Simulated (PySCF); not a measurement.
Calculated NMR data

Computational details: GFN2-xTB geometry, shielding tensors at PBE0/pcSseg-1 (GIAO), in PySCF 2.14.0 with density-fitted response routines (no solvent model, averaged over atoms made equivalent by symmetry, fast rotation or ring inversion, non-relativistic, one conformer).

δ = σ(ref) − σ, references computed at the same level: $^{1}$H (σref 31.72) and $^{13}$C (σref 186.93) vs TMS. Splittings of carbon signals by F and P are missing where no couplings were computed. Where no couplings were computed, multiplicities follow the n + 1 count of equivalent neighbours, and m marks all less simple cases (inequivalent or close neighbours, rings, F or P nearby). Shifts are as computed. Against solution values, carbons near 30 ppm lie about +3 ppm off and those near 130 ppm about +5 ppm. Of 1211 compounds with measured shifts, 218 miss one by over three times the rms of a fit or turn the order of signals round; such compounds aren't used in these exercises.

Compound 1 (C7H10NP). $^{1}$H NMR (600 MHz, computed): δ 8.90 (m, 1H), 7.80 (m, 1H), 7.58 (m, 1H), 7.20 (m, 1H), 1.35 (m, 6H). $^{13}$C{$^{1}$H} NMR (computed): δ 176.7, 155.3, 140.2, 132.1, 125.8, 18.1. Structure: SMILES CP(C)c1ccccn1.

Compound 2 (C6H3NO2). $^{1}$H NMR (600 MHz, computed): δ 8.17 (s, 1H), 4.54 (br s, 1H), 4.37 (br s, 1H). $^{13}$C{$^{1}$H} NMR (computed): δ 159.9, 150.5, 118.8, 112.2, 98.1, 72.1. Structure: `C1(C#N)=C(OC=O)C1=C`.
